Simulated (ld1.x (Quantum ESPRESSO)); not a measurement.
## Which change was made? (Ag, PAW)

silver (Ag), PAW, made with ld1.x (Quantum ESPRESSO) 7.5 (LDA (PZ), fully relativistic). Core [Ar] 3d10, reference 4s2 4p6 4d8 5s0 5p0 (charge +3). Waves: 4s (bound): rcut 1.35, rcutus 1.70 bohr; 5s (bound, empty): rcut 1.35, rcutus 1.70 bohr; 4p (bound): rcut 1.30, rcutus 1.45 bohr; 5p (bound, empty): rcut 1.30, rcutus 1.45 bohr; 4d (bound): rcut 1.65, rcutus 1.80 bohr; 4d channel at -0.75 Ry: rcut 1.65, rcutus 1.80 bohr. Local part: all-electron potential smoothed inside 1.70 bohr (lloc = -1). Core correction: Bessel-smoothed model core inside 1.50 bohr. Augmentation charge: BG, radius 1.25 bohr.

Open shells are filled in proportion to 2j + 1 (rel_dist='average').

Cutoffs, loose and tight: the cutoffs (Ry, on a coarse ladder) from which the occupation-weighted sum of valence levels, in a spherical-Bessel basis at the reference potential, stays within 10 and 1 mRy of its value at 400 Ry. They do not see the model core or the augmentation charge, which bear on the density cutoff. Test errors are all-electron minus pseudo excitation energies from the reference, over the configurations 4s2 4p6 4d10 5s1 5p0; 4s2 4p6 4d10 5s0 5p0; 4s2 4p6 4d9 5s0 5p0; 4s2 4p6 4d10 5s0 5p1; 4s2 4p6 4d9 5s1 5p0; 4s2 4p6 4d7 5s0 5p0; 4s2 4p6 4d10 5s0.5 5p0; variants that change the core or the reference have their own tests. The largest error is taken over the tests solved by every variant that gives reliable tests at all, those not shown here included: 4s2 4p6 4d10 5s0 5p0; 4s2 4p6 4d10 5s0 5p1; 4s2 4p6 4d10 5s1 5p0; 4s2 4p6 4d9 5s0 5p0; 4s2 4p6 4d9 5s1 5p0.

The base gives: outcome: generated; bound ghosts: not determined; largest test error (meV): +227.

Question: After one change the result is: outcome: generated; bound ghosts: not determined; largest test error (meV): +6.1. Which change was it?
A. local potential all-electron potential smoothed inside 1.45 bohr (lloc = -1)
B. waves 4d (bound): rcut 1.64, rcutus 1.74 bohr; 4d channel at -0.75 Ry: rcut 1.64, rcutus 1.74 bohr
C. augmentation BESSEL, radius 1.25 bohr

Answer: C. The others give: local potential all-electron potential smoothed inside 1.45 bohr (lloc = -1) → outcome: generated; bound ghosts: not determined; largest test error (meV): +160 | waves 4d (bound): rcut 1.64, rcutus 1.74 bohr; 4d channel at -0.75 Ry: rcut 1.64, rcutus 1.74 bohr → outcome: generated; bound ghosts: not determined; largest test error (meV): +113.
